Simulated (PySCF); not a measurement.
Si(OMe)2(NH2)2, SMILES CO[Si](N)(N)OC (C₂H₁₀N₂O₂Si) at its GFN2-xTB optimised geometry (Å):

```
17

C     -0.6336    -0.1685    -2.6461
O     -0.8355    -0.5102    -1.3064
Si    -0.2816     0.2867     0.0000
N      1.4517     0.2867     0.0000
N     -0.9275     1.8950     0.0000
O     -0.8336    -0.5003     1.3095
C     -0.6338    -1.8497     1.6295
H     -1.3196    -0.7642    -3.2502
H      0.3939    -0.3879    -2.9468
H     -0.8292     0.8928    -2.8128
H      1.9210     0.7118    -0.7829
H      1.9151     0.5607     0.8509
H     -0.6699     2.4929     0.7682
H     -1.9210     1.9762    -0.1503
H     -1.0115    -2.4929     0.8335
H      0.4284    -2.0566     1.7749
H     -1.1761    -2.0529     2.5540
```

Level of theory: CAM-B3LYP/def2-SVP in PySCF. Cells within 0.4 Å of a nucleus heavier than hydrogen are left out (blank, or x).

Map of the deformation density (molecule minus spherical neutral atoms) (e/bohr³) on the plane z = 0.0 Å:

```
|1111111111111111111111111111111|
|1111111111111111111111111111111|
|1111111111111111111111111111111|
|1111111111111111111111111111111|
|1111111111111111111111111111111|
|1111111111111111111111111111111|
|1111111111112221111111111111111|
|1111111012314421111111111111111|
|11111110178xxx21111111111111111|
|11111110178xxx21111111111111111|
|111111111344x741111111111111111|
|1111111111237741112211111111111|
|1111111111123321134432111111111|
|11111111110001x12579x2101111111|
|1111111111000xxx269xxx111111111|
|11111111110001x1157xx7211111111|
|1111111111100000024675211111111|
|1111111111110000012333221111111|
|1111111111111000111222221111111|
|1111111111111111111222211111111|
|1111111111111111111111111111111|
|1111111111111111111111111111111|
|1111111111111111111111111111111|
|1111111111111111111111111111111|
|1111111111111111111111111111111|
|1111111111111111111111111111111|
|1111111111111111111111111111111|
|1111111111111111111111111111111|
|1111111111111111111111111111111|
|1111111111111111111111111111111|
|1111111111111111111111111111111|
```
Scale: ten equal steps from -0.020 (start of '0') to 0.081 (end of '9'), in the order '0123456789'; x runs from -4.50 to 4.50, y from -4.50 (bottom) to 4.50 (top).
